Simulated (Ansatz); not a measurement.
`C[N](C)[AlH2]` + `[NH2][AlH][SiH3]` → `[NH2][AlH][AlH2]` + `CN(C)[SiH3]`  (redistribution)

Gas-phase electronic energies from Ansatz, PBE0-D4/def2-TZVP geometries. CCSD(T)/CBS is the MP2 limit (def2-TZVPP, def2-QZVPP) plus CCSD(T) − MP2 in def2-TZVPP, frozen cores. This one scheme is used for every species. Functionals use def2-TZVPP. One conformer a species, not always the lowest.

`C[N](C)[AlH2]`:

```xyz
12

C    -0.873   -0.726   -0.817
N    -0.009    0.000    0.082
C     1.029    0.720   -0.616
Al   -0.200    0.008    1.844
H    -1.648   -1.260   -0.261
H    -1.372   -0.053   -1.529
H    -0.312   -1.464   -1.408
H     1.667    1.259    0.087
H     0.609    1.452   -1.320
H     1.668    0.041   -1.199
H    -1.395   -0.837    2.450
H     0.837    0.859    2.686
```

`[NH2][AlH][SiH3]`:

```xyz
9

N    -1.890    0.497   -0.314
Al   -0.402    0.618    0.632
Si    1.536   -0.680   -0.121
H    -2.002   -0.067   -1.141
H    -2.749    0.981   -0.105
H    -0.427    1.563    1.907
H     2.699    0.201   -0.437
H     1.239   -1.475   -1.348
H     1.997   -1.639    0.925
```

`[NH2][AlH][AlH2]`:

Z-matrix (Å, degrees):
```
N
Al 1 1.774
H 1 1.008 2 125.1
H 1 1.008 2 124.7 3 179.8
Al 2 2.596 1 116.7 3 179.7
H 2 1.593 1 114.9 3 -0.2
H 5 1.596 2 123.4 1 -175.3
H 5 1.598 2 120.9 1 4.6
```

`CN(C)[SiH3]`:

Cartesian coordinates in Å:
```
C -0.643 0.176 1.312
N 0.166 0.055 0.124
C 0.382 1.307 -0.558
Si 0.290 -1.440 -0.712
H -1.663 0.533 1.098
H -0.188 0.884 2.015
H -0.725 -0.788 1.819
H 0.854 2.033 0.115
H -0.552 1.757 -0.928
H 1.048 1.166 -1.413
H -0.885 -1.793 -1.570
H 0.436 -2.519 0.300
H 1.479 -1.370 -1.601
```

**Question.** Is it downhill or uphill in electronic energy at CCSD(T)/CBS, and by how much? (An estimate is asked.)

**Answer.** Computed: Uphill: ΔE = +0.64 eV.

**Question.** What do these levels give: PBE-D4, B97M-V, r2SCAN0-D4, BHLYP-D4, ωB97M-V, B2PLYP, BHLYP, LC-ωPBE, RPA@PBE/def2-TZVPP, CCSD/def2-SVP, CCSD(T)/def2-SVP, HF/def2-QZVPP? (Estimate.)

**Answer.** Computed: PBE-D4 0.70, B97M-V 0.74, r2SCAN0-D4 0.68, BHLYP-D4 0.62, ωB97M-V 0.69, B2PLYP 0.68, BHLYP 0.62, LC-ωPBE 0.64, RPA@PBE/def2-TZVPP 0.61, CCSD/def2-SVP 0.74, CCSD(T)/def2-SVP 0.76, HF/def2-QZVPP 0.49 eV.

**Question.** What do rigid-rotor, harmonic-oscillator terms from PBE0-D4/def2-TZVP frequencies (298.15 K, 1 bar) make of the CCSD(T)/CBS value? (Estimate.)

**Answer.** Ansatz gave: ΔZPE = 0.00 eV, ΔH = +0.65 eV, ΔS = 21 J/(mol·K), ΔG = +0.59 eV. Modes under 50 cm⁻¹ make the entropy rough.

Largest T1 diagnostic among the species: 0.013.

From PBE to PBE0 (25 % exact exchange), in def2-TZVPP and without D4, ΔE moves by −0.05 eV. Leaving LDA and LC-ωPBE aside and taking each functional with its dispersion term where it has one, the values spread over 0.12 eV, from BHLYP-D4 to B97M-V. In def2-TZVPP, CCSD(T) changes the Hartree–Fock value by +0.15 eV (the triples alone add +0.03 eV) and MP2 by +0.17 eV.
